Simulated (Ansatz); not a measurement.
boron oxyfluoride (SMILES O=BF) moved off its minimum; all values from Ansatz (a first-principles code), cores frozen in correlated methods.
(charge 0, multiplicity 1)
```xyz
3

F      0.05111     0.05077    -1.27324
B     -0.01823     0.10446     0.08107
O      0.05417    -0.03283     1.28495
```

```
level                largest force (eV/Å)  on atom  rms difference from CCSD(T)/aug-cc-pVTZ (eV/Å)  dipole (D)
-------------------  --------------------  -------  ----------------------------------------------  ----------
HF/def2-TZVPP                        4.23       F1                                           1.241        2.17
PBE/def2-TZVPP                       3.00       B2                                           0.137        1.79
r2SCAN/def2-TZVPP                    3.09       F1                                           0.239        1.88
B3LYP/def2-TZVPP                     3.01       F1                                           0.404        1.87
wB97M-V/def2-TZVPP                   2.96       F1                                           0.429        1.92
MP2/aug-cc-pVTZ                      3.47       B2                                           0.173        1.78
CCSD(T)/aug-cc-pVTZ                  3.17       B2                                           0.000        1.81
```

The differences count from one level among others, with limits of its own. Forces at CCSD(T)/aug-cc-pVTZ (eV/Å):

```json
[
 {"atom": "F1", "Fx": "-0.376", "Fy": "0.432", "Fz": "2.806"},
 {"atom": "B2", "Fx": "0.626", "Fy": "-0.770", "Fz": "-3.013"},
 {"atom": "O3", "Fx": "-0.249", "Fy": "0.338", "Fz": "0.206"}
]
```
